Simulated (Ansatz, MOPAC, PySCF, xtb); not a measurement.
System: H2Be, singlet: symmetric bend, bond length relaxed. Scanned: H-Be-H angle. Other coordinates (Be-H bond length) were minimised at B3LYP/def2-TZVP.

- RHF/STO-3G = restricted Hartree-Fock/STO-3G in PySCF
- PM6, restricted, heats of formation (MOPAC)
- GFN1-xTB (xtb)
- FCI/aug-cc-pVDZ = Ansatz (an electronic-structure program) with full CI/aug-cc-pVDZ, frozen core

Energies relative to the lowest point of each profile, in kJ/mol:

```tsv
a / °	RHF/STO-3G	PM6	GFN1-xTB
180	0.0	0.0	0.0
167.89	3.7	3.3	1.2
157.62	12.8	11.5	4.5
139.81	42.0	37.6	16.0
128.12	71.0	63.4	28.9
121.17	92.5	82.2	39.3
109.11	138.1	121.2	63.9
98.68	188.0	161.8	93.8
88.09	250.8	209.3	135.5
80.18	307.4	248.4	176.7
72.33	372.9	289.4	229.1
60	496.1	355.4	342.6
```

**Question.** Predict the corresponding FCI/aug-cc-pVDZ column.

**Answer.** 180: 0.0; 167.89: 3.1; 157.62: 10.6; 139.81: 34.5; 128.12: 58.3; 121.17: 75.7; 109.11: 112.6; 98.68: 152.1; 88.09: 200.5; 80.18: 242.7; 72.33: 289.8; 60: 373.1 (kJ/mol).
